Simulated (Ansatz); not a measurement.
One change: `CC(=N)F` becomes `C[Te]C(C)=N`.

Ansatz, PBE0-D4/def2-TZVP geometries, multiplicity 1. Each molecule was computed in one conformer, which needn't be the lowest.

Elements past krypton have def2 core potentials.

```tsv
property	`CC(=N)F`
HOMO–LUMO gap (PBE/def2-TZVPP) / eV	5.90
HOMO energy (B3LYP/def2-TZVPP) / eV	-8.18
size of the dipole moment (ωB97M-V/def2-TZVPP) / D	3.41
HOMO–LUMO gap (B3LYP/def2-TZVPP) / eV	8.10
HOMO energy (PBE0/def2-TZVPP) / eV	-8.42
LUMO energy (PBE/def2-TZVPP) / eV	-0.91
```

Task: What does the change do to each property? (Estimate.)

Result: Computed: 
```tsv
property	`C[Te]C(C)=N`	shift
HOMO–LUMO gap (PBE/def2-TZVPP) / eV	3.57	-2.33
HOMO energy (B3LYP/def2-TZVPP) / eV	-5.90	2.28
size of the dipole moment (ωB97M-V/def2-TZVPP) / D	2.40	-1.01
HOMO–LUMO gap (B3LYP/def2-TZVPP) / eV	4.94	-3.16
HOMO energy (PBE0/def2-TZVPP) / eV	-6.10	2.32
LUMO energy (PBE/def2-TZVPP) / eV	-1.52	-0.61
```

With PBE0 the HOMO rises by 2.32 eV and the LUMO falls by 0.93 eV, so the gap narrows by about 3.25 eV. PBE moves the HOMO by 1.73 eV and ωB97M-V by 2.68 eV. Dipoles are sizes alone; their direction can turn.

B3LYP here is the variant with VWN-RPA as its local correlation; programs differ in this.

Spin–orbit coupling is left out; it splits and shifts lone-pair levels of the heavy atoms by tenths of an eV.
